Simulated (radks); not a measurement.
The osmium ion Os3+, configuration [Xe] 4f14 5d4 7f1 (not the ground configuration). Method: Dirac Kohn-Sham, PBE, spin-unpolarised, spherical densities, finite nucleus; open shells fill j = l - 1/2 first; Fermi nuclear charge, rms radius 5.4126 fm; computed with a radial shooting solver on a logarithmic mesh with Libxc functionals.

Unscreened Slater integrals over Kohn-Sham orbitals (hartree). Large and small components are both included. Empty in this configuration: 5d5/2.

\begin{tabular}{lr}
integral & value \\ \hline
F0(7f5/2,7f5/2) & 0.084063 \\
F2(7f5/2,7f5/2) & 0.042916 \\
F4(7f5/2,7f5/2) & 0.030153 \\
F0(7f5/2,5d3/2) & 0.12621 \\
F2(7f5/2,5d3/2) & 0.020272 \\
G1(7f5/2,5d3/2) & 0.017822 \\
G3(7f5/2,5d3/2) & 0.011302 \\
F0(7f5/2,5p3/2) & 0.12811 \\
F2(7f5/2,5p3/2) & 0.016299 \\
G2(7f5/2,5p3/2) & 0.0087663 \\
G4(7f5/2,5p3/2) & 0.0059808 \\
F0(7f5/2,4f7/2) & 0.13093 \\
F2(7f5/2,4f7/2) & 0.0068873 \\
F4(7f5/2,4f7/2) & 0.0026177 \\
G2(7f5/2,4f7/2) & 0.0022927 \\
G4(7f5/2,4f7/2) & 0.0016858 \\
G6(7f5/2,4f7/2) & 0.0012813 \\
F0(7f5/2,5d5/2) & 0.12598 \\
F2(7f5/2,5d5/2) & 0.020641 \\
F4(7f5/2,5d5/2) & 0.011117 \\
G1(7f5/2,5d5/2) & 0.018303 \\
G3(7f5/2,5d5/2) & 0.011636 \\
G5(7f5/2,5d5/2) & 0.0083613 \\
F0(5d3/2,5d3/2) & 0.59239 \\
F2(5d3/2,5d3/2) & 0.31252 \\
F0(5d3/2,5p3/2) & 0.66010 \\
F2(5d3/2,5p3/2) & 0.33630 \\
G1(5d3/2,5p3/2) & 0.41330 \\
G3(5d3/2,5p3/2) & 0.25671 \\
F0(5d3/2,4f7/2) & 0.75651 \\
F2(5d3/2,4f7/2) & 0.18653 \\
G3(5d3/2,4f7/2) & 0.061681 \\
G5(5d3/2,4f7/2) & 0.048714 \\
F0(5d3/2,5d5/2) & 0.58487 \\
F2(5d3/2,5d5/2) & 0.30848 \\
G2(5d3/2,5d5/2) & 0.30816 \\
G4(5d3/2,5d5/2) & 0.20558 \\
F0(5p3/2,5p3/2) & 0.76333 \\
F2(5p3/2,5p3/2) & 0.41291 \\
F0(5p3/2,4f7/2) & 0.93757 \\
F2(5p3/2,4f7/2) & 0.29245 \\
G2(5p3/2,4f7/2) & 0.11773 \\
G4(5p3/2,4f7/2) & 0.097777 \\
F0(5p3/2,5d5/2) & 0.64913 \\
F2(5p3/2,5d5/2) & 0.32710 \\
G1(5p3/2,5d5/2) & 0.39635 \\
G3(5p3/2,5d5/2) & 0.24624 \\
F0(4f7/2,4f7/2) & 1.6424 \\
F2(4f7/2,4f7/2) & 0.80388 \\
F4(4f7/2,4f7/2) & 0.50927 \\
F6(4f7/2,4f7/2) & 0.36782 \\
F0(4f7/2,5d5/2) & 0.73942 \\
F2(4f7/2,5d5/2) & 0.17750 \\
F4(4f7/2,5d5/2) & 0.083832 \\
G1(4f7/2,5d5/2) & 0.062739 \\
G3(4f7/2,5d5/2) & 0.057485 \\
G5(4f7/2,5d5/2) & 0.045554 \\
F0(5d5/2,5d5/2) & 0.57769 \\
F2(5d5/2,5d5/2) & 0.30497 \\
F4(5d5/2,5d5/2) & 0.20343 \\
\end{tabular}
